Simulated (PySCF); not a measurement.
Isomers of C3H5N. Gas-phase values, no solvent. One relaxed conformer stands for each flexible species; it need not be the lowest. Strings in code marks are SMILES.

Quantity: electronic energy of isomers of C3H5N relative to `CCC#N`, in kcal/mol.

A: `C=CN=C` (C–C–N–C torsion 180°)
B: `CC#CN`
C: `N=C1CC1`

### Question
Rank these by electronic energy of isomers of C3H5N relative to `CCC#N` (lowest first), as PBE-D3(BJ)/def2-TZVP // B3LYP-D3(BJ)/def2-TZVP (PySCF) gives it.

### Answer
A (23.4 kcal/mol), C (32.9 kcal/mol), B (34.4 kcal/mol)
